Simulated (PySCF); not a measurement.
Isomers of C5H15NSi, mass 117.097 u with the commonest isotopes. Method: PBE0/pcSseg-1 in PySCF (dipole) on a GFN2-xTB geometry, gas phase. One conformer each, none proved a minimum here; rigid rotors.

Task: Order these by rotational constant C, smallest first.
A. `[CH3:1][NH:2][C:3]([CH3:4])([CH3:5])[SiH2:6][CH3:7]` with C1–N2–C3–C4 69°, N2–C3–Si6–C7 59°
B. `[CH3:1][CH2:2][C@@H:3]([CH3:4])[NH:5][SiH2:6][CH3:7]` with C1–C2–C3–C4 174°, C2–C3–N5–Si6 144°, C3–N5–Si6–C7 -178°
C. `[CH3:1][CH2:2][NH:3][SiH2:4][CH:5]([CH3:6])[CH3:7]` with C1–C2–N3–Si4 -81°, C2–N3–Si4–C5 -53°, N3–Si4–C5–C6 -56°
D. `[CH3:1][SiH2:2][NH:3][CH2:4][CH:5]([CH3:6])[CH3:7]` with C1–Si2–N3–C4 -178°, Si2–N3–C4–C5 -78°, N3–C4–C5–C6 176°

Result: D (855.2 MHz), B (937.0 MHz), C (1029 MHz), A (1292 MHz).

Task: Order these by radius of gyration √(Σ m r²/M), smallest first.
A. `[CH3:1][NH:2][C:3]([CH3:4])([CH3:5])[SiH2:6][CH3:7]` with C1–N2–C3–C4 69°, N2–C3–Si6–C7 59°
B. `[CH3:1][SiH2:2][NH:3][CH2:4][CH:5]([CH3:6])[CH3:7]` with C1–Si2–N3–C4 -178°, Si2–N3–C4–C5 -78°, N3–C4–C5–C6 176°
C. `[CH3:1][CH2:2][C@@H:3]([CH3:4])[NH:5][SiH2:6][CH3:7]` with C1–C2–C3–C4 174°, C2–C3–N5–Si6 144°, C3–N5–Si6–C7 -178°
D. `[CH3:1][CH2:2][NH:3][SiH2:4][CH:5]([CH3:6])[CH3:7]` with C1–C2–N3–Si4 -81°, C2–N3–Si4–C5 -53°, N3–Si4–C5–C6 -56°

Result: A (1.976 Å), D (2.164 Å), C (2.209 Å), B (2.314 Å).

Task: Order these by rotational constant B, largest first.
A. `[CH3:1][CH2:2][NH:3][SiH2:4][CH:5]([CH3:6])[CH3:7]` with C1–C2–N3–Si4 -81°, C2–N3–Si4–C5 -53°, N3–Si4–C5–C6 -56°
B. `[CH3:1][SiH2:2][NH:3][CH2:4][CH:5]([CH3:6])[CH3:7]` with C1–Si2–N3–C4 -178°, Si2–N3–C4–C5 -78°, N3–C4–C5–C6 176°
C. `[CH3:1][NH:2][C:3]([CH3:4])([CH3:5])[SiH2:6][CH3:7]` with C1–N2–C3–C4 69°, N2–C3–Si6–C7 59°
D. `[CH3:1][CH2:2][C@@H:3]([CH3:4])[NH:5][SiH2:6][CH3:7]` with C1–C2–C3–C4 174°, C2–C3–N5–Si6 144°, C3–N5–Si6–C7 -178°

Result: C (1486 MHz), D (1158 MHz), A (1091 MHz), B (909.1 MHz).

```csv
SMILES,point group,Ia (u·Å²),Ib (u·Å²),Ic (u·Å²),κ,μa (D),μb (D),μc (D)
CCN[SiH2]C(C)C,C1,142.81,463.21,491.08,-0.95,0.90,0.31,0.32
CNC(C)(C)[SiH2]C,C1,183.24,340.06,391.10,-0.74,0.94,0.10,0.01
CC[C@@H](C)N[SiH2]C,C1,166.89,436.47,539.36,-0.79,0.34,0.21,0.85
C[SiH2]NCC(C)C,C1,106.85,555.93,590.94,-0.97,0.45,0.84,0.16
```
